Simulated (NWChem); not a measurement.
System: ZnH2S2; SMILES [SH][Zn][SH]

The following NWChem deck was run.

```
start job
memory heap 200 mb stack 900 mb global 1100 mb
geometry units angstroms noautoz
  Zn     0.000000     0.000000    -0.070159
  S      2.167854    -0.185228    -0.080710
  H      2.317683     0.775339     0.860072
  S     -2.167854     0.185228    -0.080710
  H     -2.317683    -0.775339     0.860072
end
basis spherical
  * library def2-svp
end
dft
  xc xtpss03 ctpss03
  iterations 150
  mulliken
end
task dft energy
```

All runs use the structure optimised with PBE0/def2-SVP.

### Question
Predict the main results of this run. (TPSS/def2-SVP.) Quantities: energy (Ha); highest occupied level (eV); orbital gap (eV); dipole (D).

### Answer
```json
{
 "energy (Ha)": "-2576.60",
 "highest occupied level (eV)": "-6.10",
 "orbital gap (eV)": "4.65",
 "dipole (D)": "1.18"
}
```
